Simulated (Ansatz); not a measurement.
Isolated molecules relaxed with PBE0-D4/def2-TZVP in Ansatz; ΔE leaves out vibrations. CBS: MP2 limit from def2 TZ/QZ plus the TZ coupled-cluster correction, frozen cores. This one scheme is used for every species. Functionals use def2-TZVPP. B3LYP here is the variant with VWN-RPA as its local correlation; programs differ in this. For Zn outer-core shells are correlated without core-valence functions, which leaves a few kJ/mol of doubt a bond. Scalar relativity is left out up to krypton. Each species was taken in one conformer, which may not be the lowest.

Reaction (formal exchange of groups at a Zn–C bond): `O[SiH2][CH2][ZnH]` + `CC1CO1` → `[ZnH][CH2]C1CO1` + `C[SiH2]O`

```
             level  ΔE (kcal/mol)  difference from CCSD(T)/CBS
            PBE-D4            4.5                         -0.1
         r2SCAN-D4            4.7                          0.1
           PBE0-D4            5.1                          0.5
          B3LYP-D4            4.5                         -0.1
           ωB97X-V            4.7                          0.1
           ωB97M-V            4.6                          0.0
            B2PLYP            4.4                         -0.2
               PBE            4.5                         -0.1
            r2SCAN            4.8                          0.2
              PBE0            5.1                          0.5
             B3LYP            4.5                         -0.1
     HF/def2-TZVPP            5.6                          1.0
    MP2/def2-TZVPP            4.3                         -0.3
SCS-MP2/def2-TZVPP            4.4                         -0.2
   CCSD/def2-TZVPP            4.6                          0.0
CCSD(T)/def2-TZVPP            4.3                         -0.3
     HF/def2-QZVPP            5.6                          1.0
    MP2/def2-QZVPP            4.5                         -0.1
SCS-MP2/def2-QZVPP            4.5                         -0.1
      HF/CBS(def2)            5.6                          1.0
     MP2/CBS(def2)            4.6                          0.0
    CCSD/CBS(def2)            4.8                          0.2
       CCSD(T)/CBS            4.6                            0
```

Largest T1 diagnostic among the species: 0.014.

In def2-TZVPP, CCSD(T) changes the Hartree–Fock value by −1.2 kcal/mol (the triples alone add −0.2 kcal/mol) and MP2 by −1.3 kcal/mol.
